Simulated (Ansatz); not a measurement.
`[CH3][GeH]([CH3])[Br]` → `[GeH3][CH2]CBr`  (isomerisation)

Isolated molecules relaxed with PBE0-D4/def2-TZVP in Ansatz; ΔE leaves out vibrations. CBS: MP2 limit from def2 TZ/QZ plus the TZ coupled-cluster correction, frozen cores. DFT in def2-TZVPP. For Br, Ge outer-core shells are correlated without core-valence functions, which leaves a few kJ/mol of doubt a bond. Scalar relativity is left out up to krypton. One conformer a species, not always the lowest.

```json
{"level": "PBE-D4", "ΔE (eV)": "1.84"}
{"level": "B2PLYP", "ΔE (eV)": "1.92"}
{"level": "SCS-MP2/def2-QZVPP", "ΔE (eV)": "1.92"}
{"level": "HF/CBS(def2)", "ΔE (eV)": "2.00"}
```

Problem. What does CCSD(T)/CBS give? (Best estimate.)

Solution. The calculation gave: +1.90 eV. The listed levels differ from it by -0.06, 0.02, 0.02, 0.10 eV.

Largest T1 diagnostic among the species: 0.010.

From PBE to PBE0 (25 % exact exchange), in def2-TZVPP and without D4, ΔE moves by +0.07 eV. In def2-TZVPP, CCSD(T) changes the Hartree–Fock value by −0.12 eV (the triples alone add −0.02 eV) and MP2 by −0.04 eV.
